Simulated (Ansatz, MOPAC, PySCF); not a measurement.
Process, species as SMILES: B(C)(C)NC -> CB([N]C)C + H atom (the H-N bond breaks)

Wanted: bond dissociation energy (enthalpy at 298 K), in kcal/mol. Terms: dispersion terms only where a functional's name holds one; spin-orbit terms left out; non-relativistic; valence correlation only; open shells spin-unrestricted. CBS(X,Y): correlation extrapolated as X^-3; Hartree-Fock from the larger set. Ab initio and DFT rows: single points at B3LYP-D3(BJ) geometries (Ansatz, a quantum-chemistry and plane-wave program), with unscaled harmonic terms from B3LYP/6-31G* (Ansatz) at its own minima. Semi-empirical rows: MOPAC heats of formation at their own minima for 298 K.

```csv
species,coefficient,"E at BP86/def2-SVP (PySCF), Eh","E at PBE/def2-TZVPD (Ansatz), Eh","H(298 K) - E, kcal/mol","heat of formation at PM6 (MOPAC), kcal/mol"
CNB(C)C,-1,-199.83982,-199.78318,89.45,-43.60
C[N]B(C)C,+1,-199.16750,-199.11250,80.40,3.12
H atom,+1,-0.49913,-0.49962,1.48,52.10
```

Coupled cluster (Ansatz) is a level with limits of its own, used here on species with T1 under 0.025 (0.045 for open shells) and stable references: CCSD(T)/CBS(cc-pVTZ,cc-pVQZ). Value to compare with, CCSD(T)/CBS(cc-pVTZ,cc-pVQZ) (Ansatz): 109.5 kcal/mol. 1 Eh = 627.5095 kcal/mol.

Task: Work the quantity out at each level, and compare with CCSD(T)/CBS(cc-pVTZ,cc-pVQZ) (Ansatz).

Result: 
- BP86/def2-SVP: the sum of coefficient times E is 0.17319 Eh, or 108.68 kcal/mol; the thermal terms add -7.57. Result: 101.1 kcal/mol. Its difference against CCSD(T)/CBS(cc-pVTZ,cc-pVQZ) (Ansatz) is -8.4 kcal/mol.
- PBE/def2-TZVPD: the sum of coefficient times E is 0.17106 Eh, or 107.34 kcal/mol; the thermal terms add -7.57. Result: 99.8 kcal/mol. Its difference against CCSD(T)/CBS(cc-pVTZ,cc-pVQZ) (Ansatz) is -9.7 kcal/mol.
- PM6: the sum of coefficient times heat of formation is 98.82 kcal/mol; it needs no thermal term. Its difference against CCSD(T)/CBS(cc-pVTZ,cc-pVQZ) (Ansatz) is -10.7 kcal/mol.
